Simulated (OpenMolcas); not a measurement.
# Fe4+: moving or changing the point charges

Fe4+ among 6 point charges of -2 e arranged as a trigonal antiprism (D3d), 1.82 Å from the ion, with a polar angle of 54.2° against the regular 54.74°.

```
Program             : OpenMolcas
Method              : CASSCF
Basis               : ANO-RCC-VDZP [5s4p2d1f]
Scalar Hamiltonian  : DKH2, point nucleus
Active space        : 4 electrons in 5 orbitals (3d)
State averaging     : 2S+1 = 5 even, 5 roots; 2S+1 = 3 even, 45 roots; 2S+1 = 1 even, 50 roots
Spin-orbit coupling : RASSI with atomic mean-field integrals over the reference wave functions
```

Runs around this geometry, states (labels of D3, the rotations of D3d). Energies in cm-1 above the lowest state or level, χT in cm3 K/mol.

```tsv
R (Å)	q (e)	Polar angle / regular	Ground state	First state of that spin	First gap with spin-orbit (degeneracies)	χT at 300 K	First state of another spin
1.82	-2	0.91	5E	5A1 1801	3.7 (2, 1)	2.228	3E 25173
1.82	-1	0.99	5E	5A1 1588	70.7 (1, 2)	2.147	3E 26273
1.64	-2	0.99	5E	5A1 5212	20.4 (1, 2)	2.725	3E 23717
1.82	-2	0.99	5E	5A1 3121	35.0 (1, 2)	2.542	3E 25375
1.98	-2	0.99	5E	5A1 2051	52.9 (1, 2)	2.321	3E 26045
```

Taking the first state of the same spin as R^-n, n = -ln(2051 / 5212) / ln(1.98 / 1.64) = 5.0 between the shortest and longest distance.

Scaling the charges by -1 / -2 = 0.50 scales the first state of the same spin by 1588 / 3121 = 0.51; with fixed orbitals a first-order splitting would follow the charge.

An orbital doublet at a regular site is open to a Jahn-Teller distortion, which this geometry leaves out. Without dynamic correlation the repulsion within the d shell is too large (B by tens of per cent), so at a given field states of lower spin stand too high. Point charges give a weaker field than real ligands, and real ions of this kind are often low spin; the high spin found here belongs to the model. The ground term spreads over less than 5000 cm-1, several times less than with real ligands, so orbital moments are less quenched and χT lies further from the spin-only value than at real sites (holds for R = 1.82, q = -1, ratio = 0.99; R = 1.82, q = -2, ratio = 0.99; R = 1.98, q = -2, ratio = 0.99). This is an electrostatic model: the charges have no orbitals. No measured value stands beside these numbers.
